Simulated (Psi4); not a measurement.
Relaxed torsion scan: C₄H₁₂SSi, SMILES C[Si](C)(C)CS. Scanned: dihedral Si2–C5–S6–H18; all other coordinates were relaxed at GFN2-xTB. Points at φ and −φ are mirror images.

Geometry of the scan point at 180° (Å):
```
18

C      1.8682    -0.9106    -0.3991
Si     0.2147    -0.0921     0.0779
C      0.4356     1.0612     1.5774
C     -1.1199    -1.4076     0.4184
C     -0.3453     0.9667    -1.4254
S     -1.9308     1.7991    -1.0483
H      2.6327    -0.1732    -0.6224
H      2.2352    -1.5250     0.4159
H      1.7642    -1.5504    -1.2696
H      1.2143     1.7985     1.4036
H     -0.4836     1.5991     1.7902
H      0.7052     0.5022     2.4682
H     -1.2322    -2.0897    -0.4197
H     -2.0855    -0.9427     0.5946
H     -0.8741    -2.0006     1.2940
H     -0.5035     0.3542    -2.3101
H      0.3797     1.7425    -1.6610
H     -2.0561     2.4263    -2.2196
```

Computed with PBE-D3(BJ)/def2-SVP // GFN2-xTB (Psi4).

Scanned values (°): -150, -120, -90, -60, -30, 0, 30, 60, 90, 120, 150, 180.

Question: At which scan points does the profile have its minima and maxima, and how high do they lie?

Answer: Lower than their neighbours: -60° (0.0 kcal/mol), 60° (0.0 kcal/mol), 180° (0.7 kcal/mol). Higher than their neighbours: -120° (1.6 kcal/mol), 0° (1.0 kcal/mol), 120° (1.6 kcal/mol). The whole profile spans 1.6 kcal/mol.
